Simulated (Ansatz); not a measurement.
A series at In: from `[F][In]([F])[F]`, ligands are replaced one by one, each step taking up H₂O and setting free H–F; n counts the steps. Ansatz, PBE0-D4/def2-TZVP geometries. Each molecule was computed in one conformer, which needn't be the lowest.

CBS adds triple-zeta CCSD(T) − MP2 to the MP2 limit, frozen cores; atoms without spin–orbit coupling. Elements past krypton have def2 core potentials. Outer-core shells of In are correlated without core-valence functions. Spin–orbit coupling is left out.

| n | molecule | atomization energy, CCSD(T)/CBS (kJ/mol) |
| --- | --- | --- |
| 0 | `[F][In]([F])[F]` | 1243.2 |
| 1 | `[OH][In]([F])[F]` | 1611.7 |
| 2 | `[OH][In]([OH])[F]` | ? |
| 3 | `[OH][In]([OH])[OH]` | 2334.2 |

**Question.** By hand: fit a straight line y = ȳ + b (n − n̄) to the 3 given rows and predict n = 2.

**Answer.** n̄ = 1.333, ȳ = 1729.70; Σ(n − n̄)(y − ȳ) = 1695.50, Σ(n − n̄)² = 4.667, so b = 363.30 kJ/mol a step. Prediction: 1729.70 + (363.30) × (0.667) = 1972.0 kJ/mol.

**Question.** By hand: compare with the computed value, 1975.3 kJ/mol, and give the steps along the whole series.

**Answer.** The line misses by 3.3 kJ/mol (computed minus predicted). Steps: 368.5, 363.6, 358.9 kJ/mol.

The steps differ by at most 9.6 kJ/mol, 2.6 % of a mean step, so the ligands' effects nearly add and a line is close. The miss is 0.3 % of the series' range. The energies themselves are unsure by some kJ/mol a bond, though much of that is common to the series.
